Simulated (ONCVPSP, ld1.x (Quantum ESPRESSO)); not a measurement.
## Pseudopotentials across the periodic table

Generated with ld1.x 7.5 (TM, RRKJ, ultrasoft, PAW), atompaw 4.2 or ONCVPSP 4.0.1. The cutoff is in Ry: for ld1.x and atompaw files where the sum of valence levels is converged to 10 mRy in a Bessel basis, for ONCV files where the hardest occupied wave has 1 mHa per electron of residual kinetic energy. The error is the largest all-electron minus pseudo excitation energy over each file’s own four to seven test configurations (ionisations up to +4, promotions, holes and added fractions of an electron), all of which were solved. The labels leave out finer settings (local radius, basis sizes, second energies), which also bear on the numbers. Spin-polarised tests are not counted. The rows are a selection from randomly drawn settings: files with unsolved tests, undetermined cutoffs or missed reference levels are left out.

A true bound ghost makes a file unfit for plane-wave use even where its test errors are small: the radial tests pick states by their node count and pass the ghost by.

| element | potential | cutoff (Ry) | largest error (meV) | bound ghosts |
| --- | --- | --- | --- | --- |
| Al | ultrasoft, PBE, scalar-relativistic, rc 2.30/2.10 (sp), local smoothed, core correction yes, reference 3s2 3p1 | 6 | +21 | none |
| Ge | ONCV, PBE, scalar-relativistic, rc 1.00/0.90/1.00/0.90 (spdf), local f, core correction yes, reference 3s2 3p6 3d10 4s2, qcut 14.7/19.1/18.1/11.6, projectors 2/2/2/0 | 247 | -6.9 | none |
| As | ONCV, PBE, scalar-relativistic, rc 1.55/1.85/0.95 (spd), local smoothed, core correction yes, reference 3d10 4s2 4p3, qcut 3.7/3.9/15.4, projectors 2/2/2 | 201 | +35 | none |
| Cd | ONCV, PBE, scalar-relativistic, rc 1.65/0.84/1.15 (spd), local smoothed, core correction yes, reference 4s2 4p6 4d10 5s2, qcut 8/12.1/8.7, projectors 2/2/3 | 103 | -18 | p, d |
| Cs | ONCV, PBEsol, scalar-relativistic, rc 2.95/2.70/2.70 (spd), local d, core correction no, reference 5s2 5p6 6s1, qcut 5/6.4/3.3, projectors 2/2/0 | 20 | -7.9 | none |
| Gd | ONCV, PW91, scalar-relativistic, rc 2.30/2.26/2.22/1.32 (spdf), local smoothed, core correction no, reference 4f6 5s2 5p6 5d2 6s2, qcut 4.3/6.8/4.6/12, projectors 2/2/1/3 | 152 | +242 | none |
| Os | ONCV, PBEsol, fully relativistic, rc 1.90/1.45/2.20 (spd), local smoothed, core correction yes, reference 5s2 5p6 5d6 6s1.5, qcut 7.2/10.5/7.9, projectors 2/2/3 | 70 | -4.0 | none |

Fill in the row for Mn: ONCV, PBEsol, scalar-relativistic, rc 1.40/1.45/1.45 (spd), local smoothed, core correction yes, reference 3s2 3p6 3d5 4s2, qcut 9.4/9.3/9.6, projectors 2/2/1.

cutoff 80 Ry, largest error -297 meV, bound ghosts: none.

Fill in the row for Cd: ONCV, revPBE, scalar-relativistic, rc 2.45/1.60/1.20 (spd), local d, core correction no, reference 4p6 4d10 5s2, qcut 2.3/8.3/6.9, projectors 3/2/0.

cutoff 194 Ry, largest error -27 meV, bound ghosts: s.
